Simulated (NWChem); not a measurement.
System: C3H2F2; SMILES C(=C=C)(F)F

Input file for NWChem:

```
start job
memory heap 200 mb stack 900 mb global 1100 mb
geometry units angstroms noautoz
  C      0.000000     0.000000     2.178456
  C      0.000000     0.000000     0.871171
  C      0.000000     0.000000    -0.435066
  F      0.000000     1.079872    -1.185823
  F      0.000000    -1.079872    -1.185823
  H     -0.934588     0.000000     2.753645
  H      0.934588     0.000000     2.753645
end
basis spherical
  * library def2-svp
end
dft
  xc xwpbe 1.00 cpbe96 1.0 hfexch 1.00
  cam 0.4 cam_alpha 0.0 cam_beta 1.0
  iterations 150
  vectors input atomic output neutral.movecs
end
task dft energy
charge 1
dft
  odft
  mult 2
  vectors input atomic output cation.movecs
end
task dft energy
```

Coordinates come from a PBE0/def2-SVP optimisation.

Ions are spin-unrestricted doublets at the neutral geometry; other ion states weren't tried. Functional: LC-ωPBE (HJS hole) with def2-SVP; the question gives the range parameter ω in 1/bohr.

Problem. What results follow from this input? (LC-wPBE (HJS exchange hole, range parameter 0.4 per bohr)/def2-SVP, vertical spin-unrestricted ions.) Quantities: vertical ionisation energy, ΔSCF (eV); −ε(HOMO) (eV).

Solution. 
- vertical ionisation energy, ΔSCF (eV): 9.87
- −ε(HOMO) (eV): 10.02
